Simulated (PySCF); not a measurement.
Species: C4H12BN.
Atom-mapped SMILES: `[NH3+:1][BH2-:2][CH:3]1[CH2:4][CH2:5][CH2:6]1`

Geometry (PBE0-D3(BJ)/def2-SVP, Å), atoms numbered from 1 in this order:
```
atom  x, y, z in Å
N1     2.528    0.228    0.031
B2     1.266   -0.815    0.055
C3     0.009   -0.024   -0.569
C4    -1.334   -0.759   -0.337
C5    -1.601    0.170    0.863
C6    -0.535    1.134    0.312
H7     2.293    1.073    0.557
H8     2.752    0.509   -0.924
H9     3.364   -0.183    0.446
H10    1.634   -1.778   -0.613
H11    1.126   -1.099    1.244
H12    0.196    0.255   -1.624
H13   -2.058   -0.591   -1.151
H14   -1.285   -1.841   -0.136
H15   -1.280   -0.290    1.809
H16   -2.622    0.561    0.995
H17   -0.987    1.950   -0.278
H18    0.144    1.599    1.053
```

NICS = −σ at a ghost point: NICS(0) at the centroid of the ring atoms, NICS(1) 1 Å to either side along the normal of their mean plane, zz for the tensor component along that normal. Level: GIAO B97-2/pcSseg-1 (PySCF, non-relativistic, gas phase) on the PBE0-D3(BJ)/def2-SVP geometry, one conformer.

Ring bond lengths (Å): C3–C4 1.548, C4–C5 1.540, C5–C6 1.539, C6–C3 1.554.

Task: Give the NICS values of each ring in ppm.

Result: 
| ring | type | NICS(0) | NICS(1), two faces | NICS(1)zz, two faces | rms pucker (Å) | centre to ring atoms, mean (Å) |
| --- | --- | --- | --- | --- | --- | --- |
| C3–C4–C5–C6 | 4-membered carbocycle; formal bonds all single | -0.7 | 0.1 / -0.9 | 4.1 / 2.8 | 0.12 | 1.09 |

Task: What can be read from them?

Result: 
- C3–C4–C5–C6: mean NICS(1)zz 3.5 ppm, deshielded. C3, C4, C5, C6 have four or more neighbours, and the NICS criterion for π rings isn't applied.

Task: At the second NICS(1) probe listed for ring C3–C4–C5–C6, 1 Å off the ring, how large is the induced field along the normal in 14.1 T applied along it?

Result: NICSzz × B0 = 2.8 ppm × 14.1 T = 39 μT, along the applied field.

Task: How do the values depend on the level or the medium?

Result: 
| level | NICS(0), C3–C4–C5–C6 | mean NICS(1)zz, C3–C4–C5–C6 |
| --- | --- | --- |
| B97-2/pcSseg-1, gas | -0.7 | 3.5 |
| PBE0/pcSseg-1, gas | -0.6 | 3.5 |

The geometry is the same throughout.
